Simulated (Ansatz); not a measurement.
Several settings on one geometry of B₇P₇ (that of the charge 0 singlet, PBE-D4/def2-SVP). Ansatz on 2 threads of AMD EPYC 7R13 on a shared host; times are rough.

```xyz
14

B    -1.047   -1.607    0.955
P    -0.300   -2.151    2.492
B    -1.239    0.278   -1.385
P    -1.857   -1.516   -0.794
B    -1.013    0.066    0.310
B    -0.067   -0.450    1.728
P    -2.846    0.490   -0.295
B     1.322    0.080   -1.631
P     0.038    1.097   -2.602
P     2.539   -0.957   -0.794
B     1.799    0.496    0.108
P     1.425    0.754    2.070
B     0.124    1.127   -0.639
P     1.121    2.293    0.476
```

Totals from different functionals, basis sets or treatments of relativity can't be compared as stabilities.

The 6-31G sets use Cartesian d functions. Correlated methods freeze 42 core orbitals.

Question: Give the basis size and estimate the energy, ⟨S²⟩, dipole and time of these runs.

```json
{"run": "1", "method": "UKS B2PLYP/6-31G*", "charge": "0", "state": "singlet", "further keys": "scf: {lower_state_search: off}; forces asked"}
{"run": "2", "method": "RKS ωB97X-V/cc-pVTZ", "charge": "0", "state": "singlet", "further keys": "fitting: {mean_field: def2-universal-jkfit}; point_charges: [{charge: -1.00, position_ang: [5.535, 0.023, 0.051]}]; scf: {omitted_lower_state_checks: [starts]}; forces asked"}
{"run": "3", "method": "RKS SVWN5/cc-pVTZ", "charge": "0", "state": "singlet", "further keys": "fitting: {mean_field: def2-universal-jkfit}; final_grid: {core_spheres: 8, valence_spheres: 7, degree: 23}"}
```

Answer: 
```tsv
run	functions	energy (Eh)	⟨S²⟩	dipole (D)	wall time
1	238	-2562.2152	0.00	0.84	2.1 min
2	448	-2563.1989	–	6.45	6.5 s
3	448	-2553.0658	–	–	3.5 s
```
